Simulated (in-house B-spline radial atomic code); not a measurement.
## Ionising Mo5+ with different functionals

Computed with a B-spline radial code for spherical atoms: four-component Dirac-Coulomb Hamiltonian, Fermi nucleus of rms radius 4.4091 fm, spin-restricted, spherical fractional occupations for the functionals, and exact exchange of hybrids averaged over the configuration. The ionisation energy is the difference of two self-consistent energies, [Kr] 4d1 → [Ar] 3d10 4s2 4p6, without Breit or QED terms; ε is the level of the shell that loses the electron (mean over j). The electron is taken from both j subshells in proportion to 2j + 1, so the result is a j average, not the step between ground levels.

```csv
method,rung,ΔSCF (eV),-ε(4d) (eV)
PBE0,global hybrid,68.53,62.91
BHandHLYP,global hybrid,68.49,64.88
CAM-B3LYP,range-separated hybrid,68.58,64.45
HSE06,range-separated hybrid,68.49,62.46
```

Problem. Among the functionals, which spreads more, the ΔSCF values or the orbital energies?

Solution. The orbital energies: ΔSCF values span about 0.09 eV and the orbital energies 2.42 eV; here energy differences depend much less on the functional than eigenvalues do.

Problem. How do they compare with the NIST value?

Solution. NIST lists 68.827 eV (measured, ground level to ground level). Errors run from -0.34 to -0.25 eV; CAM-B3LYP is closest (-0.25 eV), but part of that can be cancellation, since the calculations leave out Breit-QED terms, spin polarisation, the choice among j levels, multiplet and fine-structure energies.
